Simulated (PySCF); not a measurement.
Si(H)2(F)(OH) (FH3OSi), SMILES O[SiH2]F. Heavy atoms are numbered as in [SiH2:1]([OH:2])[F:3]. Hydrogens are named by the atom that carries them.

Geometry: B3LYP-D3(BJ)/def2-TZVP. A frequency run showed that this geometry is not a minimum. Other conformers were not sampled.

The numbers are results of PBE0/pcSseg-2 run with PySCF, not measurements.

GIAO shieldings, no solvent; atoms alike by connectivity are averaged. δ = σ(ref) − σ: ²⁹Si against TMS (σ = 341.9 ppm); ¹⁷O against H2O (σ = 327.8 ppm); ¹⁹F against CFCl3 (σ = 165.8 ppm); ¹H against TMS (σ = 31.54 ppm), references at their B3LYP-D3(BJ)/def2-TZVP geometries, non-relativistic.

| nucleus | atoms | count | δ (ppm) |
|---|---|---|---|
| ²⁹Si | Si1 (SiH2) | 1 | -21.3 |
| ¹⁷O | O2 (OH) | 1 | 38.5 |
| ¹⁹F | F3 | 1 | -173.7 |
| ¹H | H on Si1 | 2 | 5.30 |
| ¹H | H on O2 | 1 | 1.89 |
